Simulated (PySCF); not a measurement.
**CdB⁺: one state, many levels of theory**

State: ¹Σ⁺ (singlet), closed shell. Set-up: PySCF, scalar-relativistic core potentials, basis sets Cd cc-pVDZ-PP with ECP28, B cc-pVDZ. De refers to Cd + B⁺ in their ground configurations, without counterpoise correction. A positive dipole points towards B; it is taken about the centre of mass and depends on that origin.

```json
{"Level": "RHF", "Re (Å)": "2.641", "ωe (cm⁻¹)": "273", "De (eV)": "1.32", "μ (D)": "2.14"}
{"Level": "RHF-MP2", "Re (Å)": "2.525", "ωe (cm⁻¹)": "286", "De (eV)": "1.45", "μ (D)": "n/a"}
{"Level": "RHF-SCS-MP2", "Re (Å)": "2.550", "ωe (cm⁻¹)": "282", "De (eV)": "1.43", "μ (D)": "n/a"}
{"Level": "RHF-CCSD", "Re (Å)": "2.552", "ωe (cm⁻¹)": "289", "De (eV)": "1.39", "μ (D)": "n/a"}
{"Level": "RHF-CCSD(T)", "Re (Å)": "2.538", "ωe (cm⁻¹)": "292", "De (eV)": "1.48", "μ (D)": "n/a"}
{"Level": "PBE", "Re (Å)": "2.506", "ωe (cm⁻¹)": "285", "De (eV)": "2.14", "μ (D)": "2.82"}
{"Level": "r²SCAN", "Re (Å)": "2.489", "ωe (cm⁻¹)": "295", "De (eV)": "2.07", "μ (D)": "2.57"}
{"Level": "M06-L", "Re (Å)": "2.514", "ωe (cm⁻¹)": "284", "De (eV)": "2.06", "μ (D)": "2.69"}
{"Level": "TPSSh", "Re (Å)": "2.515", "ωe (cm⁻¹)": "296", "De (eV)": "2.11", "μ (D)": "2.40"}
{"Level": "PBE0", "Re (Å)": "2.512", "ωe (cm⁻¹)": "297", "De (eV)": "2.00", "μ (D)": "2.48"}
{"Level": "r²SCAN0", "Re (Å)": "2.505", "ωe (cm⁻¹)": "300", "De (eV)": "1.92", "μ (D)": "2.38"}
{"Level": "LC-ωPBE", "Re (Å)": "2.464", "ωe (cm⁻¹)": "328", "De (eV)": "1.87", "μ (D)": "1.52"}
```

The bond length runs from 2.464 Å (LC-ωPBE) to 2.641 Å (RHF). De spans 1.32 eV (RHF, mean field) to 2.14 eV (PBE, GGA). Correlation at CCSD(T) changes the Hartree–Fock bond energy by +0.16 eV; the triples alone change it by +0.09 eV.

Correlated steps freeze 1 core orbital. Correlated levels converge slowly with the basis: in double zeta they bind strong bonds too weakly, by up to about 1 eV, and carry superposition errors of some tenths. For an ion De counts to the pair picked by the measured ionisation energies or electron affinities, which need not be the lowest pair at this level.
